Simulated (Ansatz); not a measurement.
Calculated with Ansatz (gas phase, PBE0-D4/def2-TZVP geometries, no zero-point term in ΔE). CCSD(T)/CBS is the MP2 limit (def2-TZVPP, def2-QZVPP) plus CCSD(T) − MP2 in def2-TZVPP, frozen cores. Functionals use def2-TZVPP. Each species was taken in one conformer, which may not be the lowest.

`[SiH3]B1CO1` + `BNCC` → `BB1CO1` + `CCN[SiH3]`  (redistribution)

```json
{"species": "`[SiH3]B1CO1`", "BHLYP energy (Eh)": "-430.64335"}
{"species": "`BNCC`", "BHLYP energy (Eh)": "-160.62312"}
{"species": "`BB1CO1`", "BHLYP energy (Eh)": "-165.36373"}
{"species": "`CCN[SiH3]`", "BHLYP energy (Eh)": "-425.86307"}
```

Problem. Work out ΔE.

Solution. ΔE = (-165.36373) + (-425.86307) − (-430.64335) − (-160.62312) = 0.03967 Eh = +24.9 kcal/mol. CCSD(T)/CBS gives +26.3 kcal/mol.

Largest T1 diagnostic among the species: 0.016.

From BLYP to BHLYP (50 % exact exchange), in def2-TZVPP and without D4, ΔE moves by −1.9 kcal/mol. At CCSD(T), def2-SVP lies +5.9 kcal/mol from the extrapolated value and def2-TZVPP +0.7 kcal/mol. Leaving LDA and LC-ωPBE aside and taking each functional with its dispersion term where it has one, the values, not all of them listed here, spread over 3.6 kcal/mol, from B97M-V to PBE-D4. LDA lies +1.8 kcal/mol from PBE without D4.
